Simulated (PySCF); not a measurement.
Compound: C7H9 (charge +1).
Cartesian coordinates in Å at the PBE0-D3(BJ)/def2-SVP level; atoms count from 1:
```
atom  x, y, z in Å
C1     4.849    0.762   -0.143
C2     3.446    0.467   -0.143
C3     2.244    0.211   -0.129
C4     0.908   -0.118   -0.136
C5    -0.124    0.717    0.309
C6    -1.428    0.275    0.253
C7    -2.602    1.032    0.680
H8     5.036    1.846   -0.132
H9     5.350    0.294   -1.005
H10    5.296    0.328    0.771
H11    0.642   -1.113   -0.521
H12    0.112    1.712    0.697
H13   -1.604   -0.733   -0.146
H14   -3.157    0.449    1.439
H15   -3.311    1.114   -0.166
H16   -2.369    2.030    1.070
```

Computed with PySCF 2.14.0, density-fitted response routines, TDDFT B3LYP/def2-SVPD, vertical, gas phase, core orbitals frozen in the response.

What does the calculation give for the low-lying excited states?

```
state  E (eV)  λ (nm)  ν̃ (cm⁻¹)       f  main configurations (H = HOMO, L = LUMO)
   S1    2.58   480.1      20830  0.0001                               H-1→L (99%)
   S2    4.03   307.9      32480   0.833                                 H→L (96%)
   S3    5.24   236.7      42250  0.0007                               H-3→L (96%)
   S4    5.73   216.4      46220   0.056                               H-2→L (93%)
   S5    5.97   207.6      48160  0.0014                               H-4→L (95%)
   S6    6.43   192.9      51850  0.0001                  H-6→L (59%), H-8→L (39%)
   S7    6.50   190.8      52410  0.0001                             H-1→L+1 (94%)
   S8    6.85   181.0      55250  0.0031     H-8→L (51%), H-6→L (32%), H→L+2 (15%)
   S9    6.86   180.7      55360   0.302   H→L+1 (58%), H-1→L+2 (21%), H-5→L (14%)
  S10    6.88   180.2      55490  0.0022                               H→L+2 (80%)
```

Triplets, Tamm–Dancoff:

```tsv
state	E (eV)	λ (nm)	main configurations (H = HOMO, L = LUMO)
T1	2.08	596.4	H→L (99%)
T2	2.35	528.2	H-1→L (98%)
T3	4.04	306.9	H-2→L (93%)
T4	5.03	246.5	H-3→L (93%)
```

The lowest singlet lies at 2.58 eV (480 nm, visible) and is dark (f under 0.0005); its leading configuration is HOMO-1→LUMO (99%). The most intense listed level is S2 at 4.03 eV (308 nm, f = 0.833), 1.44 eV above S1. Löwdin shares by element: HOMO carbon 74% or more (atoms not listed hold the other 26%); LUMO carbon 75% or more (atoms not listed hold the other 25%). Weighted by f, the mean energy of these states is 4.84 eV. The listed states span 4.30 eV, and the widest gap between neighbours is 1.44 eV (S1 to S2). Orbital energies (eV): HOMO-3 -14.87, HOMO-2 -14.52, HOMO-1 -12.36, HOMO -12.33, LUMO -8.53, LUMO+1 -4.78, LUMO+2 -4.13. S1 lies in the visible range (380 to 750 nm), at 480 nm, dark in the vertical dipole picture (f under 0.0005); light of that wavelength is blue to green-blue, and its complementary colour is yellow to orange; a Tamm–Dancoff triplet lies at 596 nm, without intensity as long as spin–orbit coupling is left out. All these states lie below the vertical ionisation energy of 14.25 eV (ΔSCF). Only the lowest 10 singlets were computed, as vertical energies without vibronic structure.

One conformer stands for the species.
